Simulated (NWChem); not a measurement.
Species: C6H5 cation

```xyz
11

C      0.0000     0.0000    -1.1775
C      1.2742     0.0000    -0.8116
C      1.2124     0.0000     0.6167
C      0.0000     0.0000     1.3027
C     -1.2124     0.0000     0.6167
C     -1.2742     0.0000    -0.8116
H      2.1987     0.0000    -1.3934
H      2.1795     0.0000     1.1327
H      0.0000     0.0000     2.3946
H     -2.1795     0.0000     1.1327
H     -2.1987     0.0000    -1.3934
```
Atoms are numbered in this order, from 1.

Computed with NWChem. Pople sets run with spherical d functions. Geometry: optimised at PBE0/def2-SVP. Atomic charges in e: unrestrained fits to the electrostatic potential beside Mulliken populations; buried atoms are poorly determined by the fit.

Estimate the computed values for Hartree-Fock/6-31G*. Quantities: ESP C1; Mulliken C1; ESP C2; Mulliken C2; ESP C3; Mulliken C3; ESP C4; Mulliken C4; ESP C5; Mulliken C5; relative RMS misfit of the potential (%).


```
Property                                  Result
----------------------------------------  ------
ESP C1                                      0.73
Mulliken C1                                 0.31
ESP C2                                     -0.45
Mulliken C2                                -0.19
ESP C3                                      0.09
Mulliken C3                                -0.23
ESP C4                                     -0.25
Mulliken C4                                -0.14
ESP C5                                      0.09
Mulliken C5                                -0.23
relative RMS misfit of the potential (%)       4
```
